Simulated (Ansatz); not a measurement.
Species: trifluoro-[(2-methylpropan-2-yl)oxy]silane, C4H9F3OSi, net charge 0, singlet state. 
Geometry from a B3LYP-D3(BJ)/def2-TZVP (Ansatz, an electronic-structure program) optimisation:
SMILES: CC(C)(O[Si](F)(F)F)C
```xyz
18

C     -2.1803     0.4078     1.6902
C     -1.5059     0.1751     0.3456
C     -1.7139    -1.2578    -0.1336
C     -1.9776     1.1839    -0.6950
O     -0.0879     0.4129     0.5802
Si     1.2289    -0.0677    -0.1754
F      1.5888    -1.5805     0.1094
F      1.1280     0.0775    -1.7487
F      2.4411     0.8072     0.3198
H     -1.8062    -0.2995     2.4308
H     -3.2597     0.2797     1.6000
H     -1.9773     1.4185     2.0441
H     -1.3128    -1.9688     0.5890
H     -2.7784    -1.4586    -0.2595
H     -1.2286    -1.4260    -1.0973
H     -1.4645     1.0294    -1.6447
H     -1.7782     2.1997    -0.3532
H     -3.0504     1.0791    -0.8634
```

Parts of the frozen-core correlation energy in 6-31G* (Ansatz, hartree). Frozen orbitals: 13; correlated occupied orbitals by spin: 28 and 28; virtual: 116 and 116. Spin-orbit coupling is left out. Non-relativistic.

| term | value |
|---|---|
| reference (HF) | -819.07976 |
| MP2 opposite-spin | ? |
| MP2 same-spin | -0.34370 |
| CCSD correlation | ? |
| (T) | ? |
| T1 diagnostic | 0.011 |
| largest doubles amplitude | 0.015 |

Q: What belongs in the gaps?

A: 
- MP2 opposite-spin, value: -0.95650
- CCSD correlation, value: -1.35425
- (T), value: -0.03241
